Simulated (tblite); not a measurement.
Species: C9H7N.
SMILES: `c1c2cnccc2ccc1`

Computed with GFN2-xTB (tblite): harmonic, unscaled wavenumbers at the GFN2-xTB geometry, gas phase. Against measured fundamentals such values can be off by several per cent, at times by over 20.

Harmonic wavenumbers (cm⁻¹): 153.0, 163.4, 328.9, 351.5, 424.5, 453.4, 486.1, 506.4, 606.0, 609.6, 734.4, 744.6, 790.4, 810.2, 833.7, 878.2, 895.2, 910.8, 912.7, 921.2, 932.1, 1073.3, 1090.8, 1149.6, 1174.7, 1184.1, 1221.3, 1229.4, 1250.0, 1321.7, 1345.9, 1391.2, 1408.9, 1446.9, 1495.4, 1556.1, 1590.5, 1610.2, 3040.5, 3061.5, 3071.6, 3074.3, 3082.1, 3084.4, 3091.5.

A = 3246, B = 1254, C = 904.5 MHz; mass 129.058 u (most abundant isotopes); point group Cs, symmetry number 1.

**Question.** What is the zero-point energy?

**Answer.** ½Σν̃ = 28746 cm⁻¹ = 82.19 kcal/mol.

**Question.** Give the ideal-gas entropy at 273.15 K and 1 bar in the rigid-rotor, harmonic-oscillator model (classical rotation).

**Answer.** Translation 40.07, rotation 28.60, vibration 11.98: S = 80.6 cal/(mol K).

**Question.** And Cp and H(273.15 K) − H(0)?

**Answer.** Cp = 28.44 cal/(mol K), of which vibrations give 20.50 (their classical limit is 45 R = 89.4); H(273.15 K) − H(0) = 4.30 kcal/mol without the zero-point energy, 2.13 from vibrations.

**Question.** What must be added to the electronic energy to get the Gibbs energy at 273.15 K and 1 bar?

**Answer.** ZPE + [H(273.15 K) − H(0)] − T·S = 82.19 + 4.30 − 22.03 = 64.46 kcal/mol.

**Question.** How do the functions run with temperature in this model?

**Answer.** 
```csv
T (K),S (cal/(mol K)),Cp (cal/(mol K)),H − H(0) (kcal/mol),G − H(0) (kcal/mol),ln q(vib)
100,62.4,11.8,0.92,-5.32,0.24
200,73.1,20.5,2.51,-12.11,1.16
300,83.4,31.4,5.10,-19.93,2.50
500,104.3,50.8,13.43,-38.72,5.99
800,132.3,68.1,31.54,-74.34,11.91
1000,148.3,75.0,45.88,-102.44,15.80
```

q(vib) and H(0) count from the zero-point level.

**Question.** Which modes carry the vibrational entropy at 273.15 K?

**Answer.** 153.0 cm⁻¹: 2.47; 163.4 cm⁻¹: 2.35; 328.9 cm⁻¹: 1.13; 351.5 cm⁻¹: 1.02; 424.5 cm⁻¹: 0.76; 453.4 cm⁻¹: 0.67 cal/(mol K); the other 39 give 3.58 together.

Hindered rotation and anharmonicity are outside this model.
